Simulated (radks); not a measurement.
Results of a calculation; reference values are marked as such.
Ionisation of the cobalt ion Co2+, [Ar] 3d7, to [Ar] 3d6 as the strength of local exchange is varied. Code: a radial shooting solver on a logarithmic mesh with Libxc functionals. Model: scalar-relativistic Kohn-Sham, Slater X-alpha exchange (alpha = 2/3 is LDA exchange), no correlation, spin-polarised, spherical densities, finite nucleus; open shells are filled with parallel spins first; Fermi nuclear charge, rms radius 3.7875 fm.

alpha  E(Co2+) (hartree)  exchange (hartree)  IE (eV)  -e of the level emptied (eV)  <r> of it (bohr)
0.571        -1379.88528           -46.24217   30.319                   22.324 (3d)             1.077
0.667        -1387.68765           -54.33008   32.089                   23.896 (3d)             1.051
0.711        -1391.27881           -58.06683   32.930                   24.648 (3d)             1.040
0.754        -1394.79748           -61.73670   33.769                   25.403 (3d)             1.029
0.947        -1410.70146           -78.42683   37.747                   29.024 (3d)            0.9849
?            -1397.99663           -65.08056   34.545                   26.104 (3d)             1.020

Which alpha was used in the last row?

Answer. alpha = 0.793. NIST Atomic Spectra Database: 33.5 eV (semi-empirical). The Delta-SCF value meets it near alpha = 0.74. Open shells are spherical and high-spin; term and fine-structure splittings are not resolved.
